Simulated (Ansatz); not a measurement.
The lowest singlet and triplet of CH2O (SMILES C=O); geometries from B3LYP-D3(BJ)/def2-TZVP, each state relaxed from the structure named, with no frequency check.
Singlet (charge 0, multiplicity 1):
```xyz
4

C     -0.5167     0.0983     0.0005
O      0.6610    -0.1258    -0.0006
H     -1.2694    -0.7141     0.0007
H     -0.9186     1.1303     0.0013
```

A positive gap puts the triplet lower; no zero-point energy. R- takes a restricted singlet. The triplet is unrestricted in single-reference levels. Active spaces average the two states.

Cores are frozen in the correlated methods.

The values were computed with Ansatz (a program for electronic structure). 

R-PBE/def2-TZVPP gives -320.3 kJ/mol for the gap E(singlet) − E(triplet), vertical, at the singlet's geometry.

Question: How do the other levels lie against it? Give each less PBE: R-r2SCAN/def2-TZVPP, R-PBE0/def2-TZVPP, R-wB97M-V/def2-TZVPP, R-B2PLYP/def2-TZVPP, R-MP2/cc-pVQZ, R-CCSD(T)/cc-pVQZ, SC-NEVPT2 on SA-CASSCF(4,3)/cc-pVQZ, FIC-MRCISD+Q on SA-CASSCF(4,3)/cc-pVQZ.

Answer: R-r2SCAN/def2-TZVPP 18.5; R-PBE0/def2-TZVPP 7.1; R-wB97M-V/def2-TZVPP -16.0; R-B2PLYP/def2-TZVPP -22.2; R-MP2/cc-pVQZ -72.0; R-CCSD(T)/cc-pVQZ -34.5; SC-NEVPT2 on SA-CASSCF(4,3)/cc-pVQZ -44.8; FIC-MRCISD+Q on SA-CASSCF(4,3)/cc-pVQZ -39.2 kJ/mol. 2 of 8 lie above PBE; the widest gap is to R-MP2/cc-pVQZ.
